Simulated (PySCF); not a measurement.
A GIAO shielding run with PySCF 2.14.0 with density-fitted response routines (density fitting, non-relativistic, gas phase) on `FCC(F)(CF)[SiH2][SiH3]`, C₃H₉F₃Si₂:

```
$ OMP_NUM_THREADS=1 python probes_run.py task.json out

{"job": {"kind": "nmr", "xc": "PBE0", "basis": "pcSseg-1"}, "charge": 0, "multiplicity": 1}
F     -2.549809    -0.827116    -0.690813
C     -2.032896    -0.550052     0.546291
C     -0.676628     0.123494     0.392857
F     -0.156613     0.212752     1.692457
C     -0.851373     1.529278    -0.149985
F      0.305210     1.962851    -0.756752
Si     0.581470    -0.895444    -0.688021
Si     2.728276    -0.327582    -0.037538
H     -2.756159     0.088683     1.067469
H     -1.922746    -1.499081     1.078205
H     -1.084697     2.247352     0.643169
H     -1.627837     1.537756    -0.919722
H      0.152027    -0.618753    -2.061505
H      0.185225    -2.286099    -0.412796
H      3.185050    -1.179964     1.066266
H      3.636090    -0.569775    -1.163355
H      2.878412     1.063732     0.383863
```

Hardware: 1 thread of an Arm Neoverse V1, shared host. The job also computes population analyses, field gradients.

Problem. How large is the calculation?

Solution. 82 electrons, 195 basis functions and 1060 auxiliary functions.

Problem. How long does it take, and how much memory does it need?

Solution. 31 s of wall time, with 12 SCF cycles and 4 response iterations; peak memory 0.86 GiB. Times on a shared host scatter by some tens of per cent.
